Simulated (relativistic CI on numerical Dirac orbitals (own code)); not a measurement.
**Sensitivity of the levels of Nd17+ to α and to the nuclear radius**

Computed by Dirac-Coulomb-Breit CI, KLI orbitals optimised for each configuration, derivatives by finite differences, unscaled Slater integrals, QED left out (own radial code, finite nucleus).

Configuration list (outside the closed core [Ar] 3d10): 4s²4p⁶4d⁷, 4s²4p⁵4d⁸, 4s²4p⁶4d⁶4f, 4s²4p⁴4d⁹, 4s4p⁶4d⁸, 4s²4p⁶4d⁶5s, 4p⁶4d⁹, 4s²4p⁶4d⁵5s². Levels of other configurations are missing.

With x = (α/α₀)² − 1 an excitation energy changes as ω = ω₀ + qx; K = 2q/ω₀ is the relative enhancement. Terms are leading LS components, so labels can repeat. The field-shift factor is F = δν/δ⟨r²⟩ for the transition from the lowest level.

Lowest level 4s²4p⁶4d⁷ ⁴F9/2.

```tsv
Level	ω₀ (cm⁻¹)	q (cm⁻¹)	K	F (GHz/fm²)
4s²4p⁶4d⁷ ²P3/2	24558	-862.6	-0.0702	-0.205
4s²4p⁶4d⁷ ⁴F5/2	29588	10930	0.739	0.168
4s²4p⁶4d⁷ ⁴F7/2	30669	35040	2.28	0.53
4s²4p⁶4d⁷ ⁴F3/2	48041	37800	1.57	0.566
4s²4p⁶4d⁷ ⁴P5/2	51710	36350	1.41	0.626
4s²4p⁶4d⁷ ²G9/2	53631	29490	1.1	0.508
4s²4p⁶4d⁷ ⁴P1/2	58841	33750	1.15	0.383
4s²4p⁶4d⁷ ²H11/2	71292	32330	0.907	0.676
4s²4p⁶4d⁷ ²G7/2	73502	41440	1.13	0.67
4s²4p⁶4d⁷ ²D5/2	84922	61640	1.45	0.898
4s²4p⁶4d⁷ ⁴P3/2	85554	66870	1.56	0.971
4s²4p⁶4d⁷ ²F5/2	94818	29320	0.619	0.564
4s²4p⁶4d⁷ ²P1/2	97226	70630	1.45	0.83
```

At this charge energies of transitions that change n are usually good to better than 1 %, and those within a shell (Δn = 0) to a few per cent. Terms inside the open d or f shell come out 10 to 20 % too wide with unscaled integrals.
